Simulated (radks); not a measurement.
Pb56+, configuration [Ar] 3d8 (the NIST ground configuration).

Method: scalar-relativistic Kohn-Sham, r2SCAN, spin-polarised, spherical densities, finite nucleus; open shells are filled with parallel spins first (spin-orbit coupling, left out, can overturn this in heavy ions); meta-GGA in the generalised Kohn-Sham scheme; Fermi nuclear charge, rms radius 5.5012 fm; computed with a radial shooting solver on a logarithmic mesh with Libxc functionals.

Energy parts (hartree):
| part | energy |
|---|---|
| total | -18171.1870 |
| kinetic | 20823.2997 |
| electron-nucleus | -41537.0251 |
| Hartree | 2799.0547 |
| exchange-correlation | -256.5163 |

Orbitals (lengths in bohr, moments of r in powers of bohr; r(max) is where P^2 peaks):
orbital,occ.,eigenvalue (hartree),<1/r>,<r>,r(max)
1s up,1,-3368.912,101.3,0.01605,0.009844
1s down,1,-3368.912,101.3,0.01605,0.009844
2s up,1,-706.3463,23.89,0.06738,0.05705
2s down,1,-705.8452,23.90,0.06735,0.05704
2p up,3,-624.1213,20.97,0.06119,0.04751
2p down,3,-623.7191,20.99,0.06115,0.04749
3s up,1,-256.2656,9.141,0.1694,0.1584
3s down,1,-255.7548,9.125,0.1696,0.1585
3p up,3,-232.2999,8.306,0.1698,0.1578
3p down,3,-231.7784,8.292,0.1700,0.1579
3d up,5,-209.6297,7.791,0.1524,0.1276
3d down,3,-208.9467,7.782,0.1526,0.1277
4s up,0,-128.4133,4.605,0.3294,0.3282
4s down,0,-128.1774,4.597,0.3298,0.3286
4p up,0,-119.1471,4.272,0.3379,0.3377
4p down,0,-118.9156,4.265,0.3384,0.3381

The highest occupied level is 3d down at -5685.7 eV. Spin moment in Bohr magnetons: 2. The electron density at the nucleus is 2.937e+06 e/bohr^3 (large components only). The density falls to 0.001 e/bohr^3 at r = 0.57 bohr.
